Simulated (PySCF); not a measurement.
# Reading the logs of faulty runs: AlBCH7N

Calculated results; nothing here was measured. They come from PySCF 2.14.0, an open-source quantum chemistry program, on an isolated molecule that a program drew, which may never have been made. The molecule is AlBCH7N (charge 0, singlet), drawn as the SMILES string `C[B](N)[AlH2]`.

Each row is a Hartree-Fock (HF) and frozen-core CCSD(T) single point in the cc-pV(D+d)Z basis, meant for a local HF minimum. Run 1 is clean. Each other run has one planted mistake out of seven kinds, and not every kind appears here: one electron removed, one electron added, multiplicity raised by two, geometry at a saddle point, minimal basis STO-3G, one bond length entered in bohr, all coordinates scaled. The reference is restricted for singlets and unrestricted otherwise, and also for a bond in bohr. Adding or removing an electron swaps singlet and doublet. Electrons count all cores. HOMO and LUMO are orbital energies over both spins, the gradient is its largest component, and the lowest frequency (negative if imaginary) is given only where the gradient is small. Bond lengths are over the 10 bonds as drawn. T1 is the CCSD diagnostic: over 0.02 (restricted) or 0.045 (unrestricted) a single reference is doubtful.

Geometry of the clean run:
```xyz
11
AlBCH7N, angstrom
C     0.1578    2.4332    1.5152
B    -0.4415    1.1496    0.7855
N     0.4345    0.1521    0.3457
Al   -2.5725    0.8581    0.4304
H     1.2500    2.4193    1.6106
H    -0.1202    3.3479    0.9789
H    -0.2652    2.5391    2.5210
H     1.4273    0.2075    0.4692
H     0.1442   -0.6828   -0.1191
H    -3.1004   -0.4570   -0.3059
H    -3.6941    1.9006    0.8672
```

| run | electrons | basis functions | <S^2> | HOMO (eV) | LUMO (eV) | gradient (hartree/bohr) | lowest frequency (cm^-1) | mean bond (Å) | longest bond (Å) | T1 | HF (hartree) | CCSD(T) (hartree) | mistake |
|---|---|---|---|---|---|---|---|---|---|---|---|---|---|
| 1 | 38 | 100 | 0.000 | -9.36 | 1.09 | 1.7e-05 | 90 | 1.3651 | 2.180 | 0.0134 | -363.02636 | -363.56338 | no fault |
| 2 | 38 | 31 | 0.000 | -6.88 | 7.88 | 4.2e-02 | - | 1.3651 | 2.180 | 0.0164 | -358.62051 | -358.84868 | minimal basis STO-3G |
| 3 | 38 | 100 | 2.005 | -5.89 | -0.51 | 5.4e-02 | - | 1.3651 | 2.180 | 0.0190 | -362.92192 | -363.44803 | multiplicity raised by two |
| 4 | 38 | 100 | 0.777 | -7.32 | 0.70 | 9.3e-03 | - | 1.5068 | 3.009 | 0.0539 | -362.92810 | -363.45803 | one bond length entered in bohr |
| 5 | 37 | 100 | 0.767 | -16.32 | -6.88 | 1.1e-01 | - | 1.3651 | 2.180 | 0.0185 | -362.72969 | -363.24518 | ? |

**Which mistake was planted in run 5, and what did it cost?**

It counts 37 electrons, one fewer than the clean run, at the same geometry and basis. So the mistake is: one electron removed. Subtracting run 1 and multiplying by 627.51 kcal/mol a hartree, the energy moved by 186.2 kcal/mol in HF and 199.7 kcal/mol in CCSD(T).

Cautions from the logs. Run 4: T1 is over the limit, so its CCSD(T) energy is less reliable.
